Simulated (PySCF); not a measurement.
Does the answer move with the share of exact exchange?

Compound: CH6F2OSi2.
SMILES: `FC(F)[SiH2]O[SiH3]`

Torsions of this conformer, `[F:1][CH:2]([F:3])[SiH2:4][O:5][SiH3:6]`: F1–C2–Si4–O5 58°, C2–Si4–O5–Si6 -64°.

PySCF, def2-SVPD basis, density fitting, gas phase, PBE0-D3(BJ)/def2-SVP geometry; singlet excitations by full TDDFT with frozen cores, triplets by Tamm–Dancoff TDDFT and ionisation energies by ΔSCF, from the lowest of the holes tried. One functional is left out:

| functional | exact exchange (%) | HOMO energy (eV) | LUMO energy (eV) | lowest singlet excitation (eV) | lowest triplet excitation (eV) | dipole moment (D) | mean polarisability (au) | vertical ionisation energy (eV) |
| --- | --- | --- | --- | --- | --- | --- | --- | --- |
| LDA | 0 | -7.09 | -1.56 | 5.63 | 5.44 | 1.436 | 74.9 | 9.90 |
| PBE | 0 | -6.98 | -1.30 | 5.77 | 5.55 | 1.403 | 73.5 | 9.80 |
| B3LYP | 20 | -8.30 | -0.64 | 6.62 | 6.33 | 1.549 | 70.2 | 10.41 |
| BHandHLYP | 50 | -9.98 | 0.41 | 7.54 | 7.12 | 1.669 | 66.7 | 10.96 |

Problem. Predict the row of PBE0 (25 % exact exchange) by straight lines through the other rows, and check it.

Solution. 
| property | line | computed | computed − line | B3LYP (20 %), for comparison |
| --- | --- | --- | --- | --- |
| HOMO energy (eV) | -8.53 | -8.49 | +0.04 | -8.30 |
| LUMO energy (eV) | -0.50 | -0.43 | +0.07 | -0.64 |
| lowest singlet excitation (eV) | 6.67 | 6.73 | +0.06 | 6.62 |
| lowest triplet excitation (eV) | 6.36 | 6.38 | +0.02 | 6.33 |
| dipole moment (D) | 1.552 | 1.520 | -0.032 | 1.549 |
| mean polarisability (au) | 70.2 | 69.8 | -0.4 | 70.2 |
| vertical ionisation energy (eV) | 10.44 | 10.43 | -0.01 | 10.41 |

Problem. Which of these properties follows the share of exact exchange most closely, and which least?

Solution. Most closely the HOMO energy, least the mean polarisability; the correlations over the tabulated rows are HOMO energy -0.999, lowest singlet excitation 0.992, LUMO energy 0.992, lowest triplet excitation 0.991, vertical ionisation energy 0.991, dipole moment 0.986, mean polarisability -0.978. The HOMO energy moves by -0.590 eV for every 10 %. Functionals with the same share still differ in their other parts: at 0 % LDA and PBE differ by 0.11 eV in it.
